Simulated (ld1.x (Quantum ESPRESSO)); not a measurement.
# What one change does to a pseudopotential (lead, RRKJ)

```json
{
  "Element": "lead",
  "Generator": "ld1.x (Quantum ESPRESSO) 7.5",
  "Type": "norm-conserving RRKJ (Kleinman–Bylander form)",
  "Functional": "PBE",
  "Relativity": "fully relativistic",
  "Frozen core": "[Xe] 4f14 5d10",
  "Valence charge": "4",
  "Reference configuration": "6s2 6p2",
  "Partial waves": "6p (bound): rc 2.00 bohr; 6s (bound): rc 1.60 bohr",
  "Local potential": "the s channel",
  "Core correction": "a·sin(br)/r model core, default radius (core density twice the valence density)"
}
```

Open shells are filled in proportion to 2j + 1 (rel_dist='average').

All-electron outer shells of the reference configuration (PBE, scalar-relativistic, ld1.x):

```tsv
shell	level (eV)	outermost node (bohr)	outermost maximum (bohr)
5p	-85.83	0.49	0.88
5d	-21.18	0.52	1.07
6s	-12.04	1.01	1.95
6p	-3.50	1.18	2.67
```

Change: scalar-relativistic.

Cutoffs: the cutoffs (Ry, on a coarse ladder) from which the occupation-weighted sum of valence levels, in a spherical-Bessel basis at the reference potential, stays within 10 and 1 mRy of its value at 400 Ry; they do not see the model core or the augmentation charge, which bear on the density cutoff. Errors are all-electron minus pseudo energies relative to the spin-unpolarised reference configuration.

How do hardness, ghosts and transferability respond?

The potential gets neither clearly harder nor softer (45 Ry and 100 Ry → 45 Ry and 100 Ry); the s channel sets the loose cutoff, while the largest relative change is in p, which becomes softer; of the 7 tests that both files solve, the error grows in 0 and shrinks in 1 by more than 15 % and 0.3 meV (median size 84.7 → 88.5 meV); neither file shows a bound ghost.

| quantity | base | changed |
| --- | --- | --- |
| cutoff, loose | 45 Ry | 45 Ry |
| cutoff, tight | 100 Ry | 100 Ry |
| loose cutoff by channel (10 mRy a level) | p 21 Ry, s 30 Ry | p 15 Ry, s 30 Ry |
| bound ghosts | none | none |
| error for 6s2 6p1, meV [ΔE 6.70 → 6.58 eV] | -16 | -17 |
| error for 6s2 6p0, meV [ΔE 20.30 → 20.02 eV] | -117 | -118 |
| error for 6s1 6p0, meV [ΔE 52.71 → 52.43 eV] | -613 | -611 |
| error for 6s1 6p3, meV [ΔE 8.57 → 8.74 eV] | -36 | -39 |
| error for 6s2 6p2.3, meV [ΔE -0.83 → -0.80 eV] | -0.5 | 0.0 |
| error for 6s1 6p2, meV [ΔE 16.05 → 16.10 eV] | -85 | -88 |
| error for 6s0 6p4, meV [ΔE 17.48 → 17.83 eV] | -145 | -155 |
| s: phases at 2.20 bohr within 0.05 rad from the reference energy up to (Ry; the scan ends near 5) | 1.4 | 1.4 |
